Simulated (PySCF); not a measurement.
# Radial density of Ga⁺ (gallium, charge +1)

UHF, [Ar] 3d10 4s1 4p1, high-spin 3P determinant (an excited configuration). All numbers are calculated (PySCF 2.14, a scalar-relativistic core potential, in aug-cc-pwCVDZ-PP with ECP10MDF (6s5p4d1f, 48 functions)). This is the valence pseudo-density: the core potential removes the inner electrons and smooths the orbitals near the nucleus.

| r (bohr) | 4πr²ρ (e/bohr) | 4πr²(ρα − ρβ) |
| --- | --- | --- |
| 0.00178 | 1.237e-05 | 0.0000 |
| 0.00300 | 3.463e-05 | 0.0000 |
| 0.00505 | 9.526e-05 | 0.0000 |
| 0.00849 | 0.0002500 | 0.0000 |
| 0.0143 | 0.0005914 | 0.0000 |
| 0.0240 | 0.001264 | 0.0001 |
| 0.0404 | 0.004088 | 0.0001 |
| 0.0679 | 0.03677 | -0.0001 |
| 0.114 | 0.3991 | -0.0027 |
| 0.192 | 2.792 | -0.0153 |
| 0.323 | 13.05 | -0.0016 |
| 0.544 | 26.81 | 0.0465 |
| 0.915 | 13.41 | 0.0152 |
| 1.54 | 2.586 | 0.7356 |
| 2.59 | 0.8944 | 0.8080 |
| 4.35 | 0.1276 | 0.1275 |
| 7.32 | 0.003866 | 0.0038 |
| 12.3 | 5.501e-05 | 0.0001 |

Energies and moments cover only the electrons outside the core potential.

Where is the radial spin density 4πr²(ρα − ρβ) most negative, and why is it negative at all?

Around r = 0.192 bohr, down to -0.0153 e/bohr: exchange with the open shell polarises the paired shells in an unrestricted calculation.
